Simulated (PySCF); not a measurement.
Compound: C₃H₆OSi.
Cartesian coordinates in Å at the PBE0-D3(BJ)/def2-SVP level; atoms count from 1:
```
atom  x, y, z in Å
C1     2.6845    0.0484   -0.1460
C2     1.5802   -0.4565   -0.2332
Si3   -0.0973   -1.2018   -0.3506
O4    -1.2412   -0.0220   -0.5672
C5    -1.4412    1.0498    0.3136
H6     3.6621    0.4917   -0.0719
H7    -0.3414   -1.9614    0.9124
H8    -0.1743   -2.0902   -1.5366
H9    -1.7094    0.7062    1.3300
H10   -0.5435    1.6888    0.3941
H11   -2.2695    1.6667   -0.0657
```

Theory: core-valence-separated Tamm–Dancoff BHandHLYP/aug-pcX-1 (pcseg-1 on H, def2-SVPD on Si) in PySCF, non-relativistic, gas phase, PBE0-D3(BJ)/def2-SVP geometry. BHandHLYP without relativity tends to put these K edges a few eV too low, so spacings mean more than positions.

(1) Give energies, oscillator strengths and core holes at the C K edge.

(2) Give energies, oscillator strengths and core holes at the O K edge.

Answers

(1) 
```json
{"E (eV)": "282.75", "f": "0.0508", "core hole on": "C2", "main final orbital": "LUMO (65 %)", "polarisation": "across the triple bond"}
{"E (eV)": "282.82", "f": "0.0534", "core hole on": "C2", "main final orbital": "LUMO+2 (81 %)", "polarisation": "across the triple bond"}
{"E (eV)": "283.01", "f": "0.0527", "core hole on": "C1", "main final orbital": "LUMO (68 %)", "polarisation": "across the triple bond"}
{"E (eV)": "283.25", "f": "0.0545", "core hole on": "C1", "main final orbital": "LUMO+2 (76 %)", "polarisation": "across the triple bond"}
{"E (eV)": "286.11", "f": "0.0131", "core hole on": "C1", "main final orbital": "LUMO+1 (53 %)", "polarisation": "along the triple bond"}
{"E (eV)": "286.31", "f": "0.0001", "core hole on": "C2", "main final orbital": "LUMO+1 (68 %)", "polarisation": "–"}
{"E (eV)": "286.41", "f": "0.0154", "core hole on": "C2", "main final orbital": "LUMO+7 (38 %)", "polarisation": "across the triple bond"}
{"E (eV)": "286.55", "f": "0.0278", "core hole on": "C5", "main final orbital": "LUMO (54 %)", "polarisation": "–"}
{"E (eV)": "286.83", "f": "0.0030", "core hole on": "C2", "main final orbital": "LUMO+6 (31 %)", "polarisation": "along the triple bond"}
{"E (eV)": "287.04", "f": "0.0129", "core hole on": "C1 + C2", "main final orbital": "spread (2 roots, f summed)", "polarisation": "–"}
{"E (eV)": "287.12", "f": "0.0005", "core hole on": "C5", "main final orbital": "LUMO+3 (47 %)", "polarisation": "–"}
{"E (eV)": "287.17", "f": "0.0058", "core hole on": "C2", "main final orbital": "LUMO+5 (45 %)", "polarisation": "across the triple bond"}
{"E (eV)": "287.55", "f": "0.0051", "core hole on": "C1", "main final orbital": "LUMO+7 (32 %)", "polarisation": "across the triple bond"}
{"E (eV)": "287.58", "f": "0.0003", "core hole on": "C2", "main final orbital": "spread", "polarisation": "–"}
```

The first line with a tenth or more of the strongest one's intensity is at 282.75 eV (f = 0.051), with the hole on C2 (alkyne carbon), polarised across the triple bond: a 1s→π* resonance. The strongest listed is at 283.25 eV (f = 0.054; C1).

(2) 
| E (eV) | f | core hole on | main final orbital |
| --- | --- | --- | --- |
| 532.32 | 0.0094 | O4 | LUMO (80 %) |
| 533.79 | 0.0092 | O4 | LUMO+2 (51 %) |
| 533.85 | 0.0093 | O4 | LUMO+2 (31 %) |
| 534.11 | 0.0109 | O4 | LUMO+6 (39 %) |
| 534.28 | 0.0147 | O4 | spread |
| 534.88 | 0.0008 | O4 | LUMO+4 (52 %) |
| 534.99 | 0.0007 | O4 | LUMO+1 (44 %) |

The first line with a tenth or more of the strongest one's intensity is at 532.32 eV (f = 0.009), with the hole on O4 (silyl ether oxygen). The strongest listed is at 534.28 eV (f = 0.015; O4).

Roots within 0.03 eV whose holes lie on the same, on equivalent or on shared atoms are summed into one line, and the highest roots are left out, as the search may have cut off their partners. Final orbitals are the ground state's empty Kohn–Sham orbitals. A dash: too weak, shared between unlike atoms, or no plane or axis to refer to.

What is the summed oscillator strength of the listed C K lines, and their intensity-weighted mean energy?

Σf = 0.296 over 14 lines from 282.75 to 287.58 eV; the weighted mean is 284.01 eV. The strongest line holds 18 % of the sum.

The list ends where the root search ended, not at a threshold.

Time: 8.4 s of wall time. Hardware: Arm Neoverse V2, one thread, on a shared host.

One conformer stands for the species.
